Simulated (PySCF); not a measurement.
Delta-SCF ions had no search for a lower state. Excitations are Tamm–Dancoff values on a coarser integration grid. The basis has no diffuse functions, so Rydberg states are missing or too high.

Cartesian coordinates (Å):
SMILES: N=[SiH2]
```xyz
5

N      1.0822    -0.4998    -0.0560
Si    -0.4382    -0.0084     0.0039
H      1.8401     0.1723    -0.0044
H     -0.9888     1.3713     0.1323
H     -1.4953    -1.0353    -0.0758
```
Charge 0, multiplicity 1.

Q: Predict the HOMO–LUMO gap, adiabatic ionisation energy (no zero-point term), total energy, dipole moment, HOMO, vertical ionisation energy (Delta-SCF), LUMO and S1–T1 gap (TDA) from r2SCAN-D4/def2-TZVP run with PySCF.

A: 
```json
{
 "HOMO–LUMO gap": "4.20 eV",
 "adiabatic ionisation energy (no zero-point term)": "9.06 eV",
 "total_energy": "-9414.51 eV",
 "dipole_moment": "2.33 D",
 "HOMO": "-6.55 eV",
 "vertical ionisation energy (Delta-SCF)": "9.83 eV",
 "LUMO": "-2.35 eV",
 "S1–T1 gap (TDA)": "1.22 eV"
}
```
